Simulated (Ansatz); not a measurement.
All numbers were calculated with Ansatz.

A structure relaxed at PBE0-D4/def2-TZVP, charge 0, multiplicity 1:

```csv
atom,x (Å),y (Å),z (Å)
B1,-0.797,0.282,1.347
O2,0.303,-0.165,0.699
Si3,0.710,-0.101,-0.895
Br4,0.170,-2.011,-1.863
H5,-1.658,0.858,0.735
H6,-0.869,0.092,2.526
H7,-0.032,0.984,-1.573
H8,2.174,0.061,-0.976
```

(1) Give its formula and SMILES.

(2) Summarise the bond lengths by kind.

Results:

(1) BBrH4OSi, `BO[SiH2]Br`.

(2) 1 × B–O 1.353 Å; 2 × B–H 1.197 to 1.203 Å; 1 × O–Si 1.647 Å; 1 × Br–Si 2.209 Å; 2 × H–Si 1.475 to 1.479 Å.
